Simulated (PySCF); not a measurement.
**Radial density of In²⁸⁺ (indium, charge +28)**

UHF, [Ar] 3d3, high-spin 4F determinant. Computed with PySCF 2.14 in an even-tempered Gaussian basis (18 s from 3.6 bohr⁻², ratio 2.5; 12 p from 4.7 bohr⁻², ratio 2.5; 8 d from 4.7 bohr⁻², ratio 2.5; 4 f from 18 bohr⁻², ratio 2.7; 3 g from 27 bohr⁻², ratio 2.7), with the spin-free X2C one-electron Hamiltonian (Gaussian nucleus).

| r (bohr) | 4πr²ρ (e/bohr) | 4πr²(ρα − ρβ) |
| --- | --- | --- |
| 0.0302 | 58.23 | 0.0124 |
| 0.0507 | 57.71 | 0.1722 |
| 0.0854 | 77.95 | 1.4277 |
| 0.144 | 49.50 | 6.4174 |
| 0.241 | 41.44 | 11.4387 |
| 0.406 | 23.46 | 4.5305 |
| 0.683 | 0.7593 | 0.1429 |
| 1.15 | 0.0008617 | 0.0002 |

Densities and radii are taken from the X2C orbitals without a picture-change correction, which distorts them close to the nucleus.

Spin-orbit coupling, absent here, splits the open shell strongly.
